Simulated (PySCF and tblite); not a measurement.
**Conformers and averaged properties: C₇H₇FO, numbered as in [CH3:1][O:2][c:3]1[cH:4][cH:5][cH:6][cH:7][c:8]1[F:9]**

Level: PBE0-D3(BJ)/def2-SVPD (IEF-PCM, chloroform)//PBE0-D3(BJ)/def2-SVP, thermal terms from GFN2-xTB, symmetry numbers and mirror pairs counted. Conformers within 3 kcal/mol (GFN2-xTB free energy) were kept, 8 at most. GIAO shieldings: WP04/pcSseg-1 (IEF-PCM, chloroform). Couplings: B3LYP/pcSseg-1 with pcJ-1 on H, F (gas phase; spin-dipole term only for pairs with B, N, F, Si or P). Couplings are for ¹⁹F, ¹H. Shifts are against TMS (¹H), TMS (¹³C), CFCl3 (¹⁹F) at the same level. Run with PySCF (density fitting) and tblite.

Torsions listed: C1–O2–C3–C4. Of a mirror pair one member is shown.

```csv
conformer,shape,symmetry,E(GFN2) kcal/mol,E(DFT) kcal/mol,G(298.15 K) kcal/mol,weight %,dipole D
1,1°,Cs,0.00,0.00,0.00,98.7,3.00
2,150°,C1 (pair),1.03,2.88,2.58,1.3,0.88
```

Weights (%) against temperature:

```
 T (K)     1    2  S(mix) cal/mol/K
   220  99.8  0.2              0.04
   260  99.4  0.6              0.09
298.15  98.7  1.3              0.15
   340  97.7  2.3              0.25
   380  96.5  3.5              0.35
```

Averaged shifts at 298.15 K. ¹H: 7.03 (H5, 1H), 7.02 (H7, 1H), 6.85 (H6, 1H), 6.71 (H4, 1H), 3.74 (H1, 3H) ppm. ¹³C: 161.2 (C8), 155.2 (C3), 131.1 (C5), 125.9 (C6), 122.4 (C7), 117.5 (C4), 56.9 (C1) ppm. ¹⁹F: -140.8 (F9) ppm.

Averaged couplings (Hz): ⁴J(H4,F9) 8.1, ⁵J(H5,F9) -1.8, ⁴J(H6,F9) 3.7, ³J(H7,F9) 11.4, ²J(H1,H1) -11.7, ³J(H4,H5) 9.1, ⁴J(H4,H6) 1.0, ³J(H5,H6) 8.4, ⁴J(H5,H7) 1.1, ³J(H6,H7) 8.9. Computed couplings to fluorine can be off by tens of per cent at such levels.

Coordinates of conformer 1 (Å):

```xyz
16

C     2.671   -0.161    0.197
O     1.691    0.706   -0.300
C     0.402    0.336   -0.202
C    -0.064   -0.848    0.373
C    -1.434   -1.121    0.421
C    -2.353   -0.221   -0.103
C    -1.899    0.967   -0.684
C    -0.544    1.234   -0.730
F    -0.104    2.362   -1.282
H     3.639    0.324    0.017
H     2.556   -0.334    1.281
H     2.657   -1.136   -0.322
H     0.643   -1.566    0.791
H    -1.775   -2.054    0.876
H    -3.423   -0.434   -0.066
H    -2.587    1.700   -1.108
```

Thermal terms of a conformer that GFN2-xTB lacks, or places elsewhere, come from the nearest GFN2-xTB minimum; such a conformer stays in the set even outside the window. Unscaled ¹⁹F shifts at such levels can be off by tens of ppm; differences between conformers or isomers are more reliable. Shifts are unscaled: against experiment ¹³C can be off by 15 ppm or more and ¹H by 0.8 ppm.

Search and properties took 3.3 min on 1 thread of Arm Neoverse V1 (shared host) (rough), launched as `OMP_NUM_THREADS=1 python ens_run.py task.json out`.
